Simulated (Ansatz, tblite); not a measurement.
Forces on the cluster Ag2Cl at its PBE-D4/def2-TZVP geometry. The state is a doublet with charge 0.

In the def2 sets Ag takes a core potential; there is no spin–orbit coupling. The xTB rows come from tblite. No other spin state of charge 0 was run. Another isomer (doublet) lies 0.39 eV lower at PBE0-D4/def2-TZVP; other spin states weren't run for this one.

GFN1-xTB (tblite), largest force 0.33 eV/Å:

```xyz
3
positions Å, forces eV/Å
Ag    0.452    0.652   -2.284    0.061    0.091   -0.313
Ag   -0.443   -0.672    2.280   -0.061   -0.091    0.313
Cl   -0.008    0.020    0.004    0.000    0.000   -0.001
```

GFN2-xTB (tblite), largest force 0.05 eV/Å:

```
Ag 0.006 0.021 -0.046
Ag -0.012 -0.007 0.049
Cl 0.006 -0.014 -0.003
```

PBE-D4/def2-TZVP (Ansatz), largest force 0.01 eV/Å:

```
Ag 0.001 0.002 -0.007
Ag -0.001 -0.002 0.007
Cl 0.000 0.000 0.000
```
